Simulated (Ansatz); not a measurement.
Two isomers of FH4O2Si2: A = `O[SiH][SiH](O)F`•, B = `O[Si](F)O[SiH3]`•.

Calculated with Ansatz (gas phase, PBE0-D4/def2-TZVP geometries, no zero-point term in ΔE). CCSD(T)/CBS is the MP2 limit (def2-TZVPP, def2-QZVPP) plus CCSD(T) − MP2 in def2-TZVPP, frozen cores. Functionals use def2-TZVPP. No spin–orbit coupling; open shells (•) take unrestricted orbitals. One conformer a species, not always the lowest.

(1) Which isomer does CCSD(T)/CBS put lower? Give the gap. (Best estimate.)

(2) Give E(B) − E(A) in kcal/mol with CCSD/def2-TZVPP, r2SCAN-D4, HF/def2-TZVPP, MP2/def2-TZVPP, PBE-D4, B2PLYP, CCSD(T)/def2-TZVPP. (An estimate is asked.)

Largest T1 diagnostic: 0.015.

## Answers

(1) The calculation gave: B, by 28.3 kcal/mol.

(2) Computed: CCSD/def2-TZVPP -29.5, r2SCAN-D4 -27.5, HF/def2-TZVPP -36.0, MP2/def2-TZVPP -30.8, PBE-D4 -21.7, B2PLYP -29.2, CCSD(T)/def2-TZVPP -28.5. None reverses the order clearly.

In def2-TZVPP, CCSD(T) changes the Hartree–Fock value by +7.4 kcal/mol (the triples alone add +0.9 kcal/mol) and MP2 by +5.2 kcal/mol. From PBE to PBE0 (25 % exact exchange), in def2-TZVPP and without D4, E(B) − E(A) moves by −2.4 kcal/mol.
